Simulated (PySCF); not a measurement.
BH₂, charge +1, multiplicity 1. Atoms are numbered in the order given.

```xyz
3

B      0.0000     0.0000     0.0000
H      0.0000     0.0000    -1.1743
H      0.0000     0.0000     1.1743
```
Charge +1, spin multiplicity 1.

Geometry optimised at B3LYP-D3(BJ)/def2-TZVPD. The multiplicity is an assumed one; other spin states were not compared. The isomer is the one that the SMILES or the coordinates give; other isomers of the formula were not compared.

Method: TDA-CAM-B3LYP/def2-TZVPD (PySCF).

Vertical excitations; the highest root listed may be one member of a degenerate set. Isolated molecule, no solvent. State labels are in the subgroup D2h.

| state | symmetry | energy (eV) | λ (nm) | f | main pairs |
|---|---|---|---|---|---|
| S1 | B3g | 7.27 | 170 | 0.000 | HOMO→LUMO (degenerate set) |
| S2 | B2g | 7.27 | 170 | 0.000 | HOMO→LUMO+1 (degenerate set) |
| S3 | B3u | 11.70 | 106 | 0.362 | HOMO−1→LUMO+1 (degenerate set) |
| S4 | B2u | 11.70 | 106 | 0.362 | HOMO−1→LUMO (degenerate set) |
| S5 | B1u | 14.45 | 86 | 0.762 | HOMO→LUMO+2 87 % |
| S6 | B1u | 15.61 | 79 | 0.178 | HOMO→LUMO+3 87 % |
| S7 | Ag | 16.62 | 75 | 0.000 | HOMO→LUMO+4 92 % |
| S8 | Ag | 16.97 | 73 | 0.000 | HOMO−1→LUMO+2 86 % |
| S9 | B2g | 17.16 | 72 | 0.000 | HOMO→LUMO+8 (degenerate set) |
| S10 | B3g | 17.16 | 72 | 0.000 | HOMO→LUMO+7 (degenerate set) |
| T1 | B2g | 6.24 | 199 | 0 | HOMO→LUMO+1 (degenerate set) |
| T2 | B3g | 6.24 | 199 | 0 | HOMO→LUMO (degenerate set) |
| T3 | B3u | 8.43 | 147 | 0 | HOMO−1→LUMO+1 (degenerate set) |
| T4 | B2u | 8.43 | 147 | 0 | HOMO−1→LUMO (degenerate set) |
Triplets are in the Tamm–Dancoff approximation.
